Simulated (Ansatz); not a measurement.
Start from `[SiH3]C([SiH3])[TeH]` and change one atom or group to get `[SiH3]C([SiH3])I`.

Ansatz, PBE0-D4/def2-TZVP geometries, multiplicity 1. 

Elements past krypton have def2 core potentials.

```json
{"property": "HOMO–LUMO gap (PBE/def2-TZVPP) / eV", "`[SiH3]C([SiH3])[TeH]`": "3.42"}
{"property": "size of the dipole moment (ωB97M-V/def2-TZVPP) / D", "`[SiH3]C([SiH3])[TeH]`": "0.62"}
{"property": "LUMO energy (PBE/def2-TZVPP) / eV", "`[SiH3]C([SiH3])[TeH]`": "-1.93"}
{"property": "HOMO–LUMO gap (ωB97M-V/def2-TZVPP) / eV", "`[SiH3]C([SiH3])[TeH]`": "9.19"}
{"property": "HOMO energy (PBE0/def2-TZVPP) / eV", "`[SiH3]C([SiH3])[TeH]`": "-6.38"}
{"property": "HOMO energy (ωB97M-V/def2-TZVPP) / eV", "`[SiH3]C([SiH3])[TeH]`": "-8.50"}
```

(1) Give the same properties after the change, and the shifts. (Estimate.)

Results:

(1) Computed: 
| property | `[SiH3]C([SiH3])I` | shift |
| --- | --- | --- |
| HOMO–LUMO gap (PBE/def2-TZVPP) / eV | 3.93 | 0.51 |
| size of the dipole moment (ωB97M-V/def2-TZVPP) / D | 1.00 | 0.38 |
| LUMO energy (PBE/def2-TZVPP) / eV | -2.32 | -0.39 |
| HOMO–LUMO gap (ωB97M-V/def2-TZVPP) / eV | 9.98 | 0.79 |
| HOMO energy (PBE0/def2-TZVPP) / eV | -7.36 | -0.98 |
| HOMO energy (ωB97M-V/def2-TZVPP) / eV | -9.50 | -1.00 |

With PBE0 the HOMO falls by 0.98 eV and the LUMO falls by 0.31 eV, so the gap widens by about 0.67 eV. PBE moves the HOMO by -0.90 eV and ωB97M-V by -1.00 eV. Dipoles are sizes alone; their direction can turn.

Spin–orbit coupling is left out; it splits and shifts lone-pair levels of the heavy atoms by tenths of an eV.
